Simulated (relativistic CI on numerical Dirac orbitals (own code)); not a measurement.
## Radial parameters of Hf17+

These numbers are calculated, not measured: Dirac-Coulomb-Breit CI, separate exchange-only KLI orbitals for each configuration, model QED (radiative potential, 1s self-energy scaled to tabulated hydrogen-like ionisation energies), unscaled Slater integrals (own radial code, finite nucleus).

Slater integrals F^k, G^k are unscaled and averaged over j, outside the closed core [Ar] 3d10 4d10; ζ comes from projecting the Hamiltonian with its Breit term on Σ l·s of the shell.

- 4s2 4p6 4f9: F^2(4f,4f) = 188380, F^4(4f,4f) = 120970, F^6(4f,4f) = 87868, ζ(4f) = 4802.1 cm⁻¹; <r>(4f) = 0.5375, <r^2>(4f) = 0.3394 (bohr units).
- 4s2 4p6 4f8 5s: F^2(4f,4f) = 191170, F^4(4f,4f) = 122880, F^6(4f,4f) = 89295, ζ(4f) = 4966.7, G^3(4f,5s) = 33602 cm⁻¹; <r>(4f) = 0.5309, <r^2>(4f) = 0.3309, <r>(5s) = 0.9312, <r^2>(5s) = 0.9648 (bohr units).
- 4s2 4p6 4f7 5s2: F^2(4f,4f) = 194230, F^4(4f,4f) = 124980, F^6(4f,4f) = 90864, ζ(4f) = 5133.6 cm⁻¹; <r>(4f) = 0.524, <r^2>(4f) = 0.3218 (bohr units).

Averages of the first 7 configurations, taken without configuration mixing, which lowers the lowest level and can move excited configurations by several eV; other configurations of the list can lie among them:

```tsv
Configuration	Parity	States	Average energy above the lowest level (eV)
4s2 4p6 4f9	odd	2002	13.9
4s2 4p6 4f8 5s	even	6006	25.7
4s2 4p6 4f7 5s2	odd	3432	44.7
4s2 4p6 4f8 6s	even	6006	194.8
4s2 4p5 4f10	odd	6006	411.3
4s 4p6 4f10	even	2002	550.1
4p6 4f11	odd	364	1088.6
```
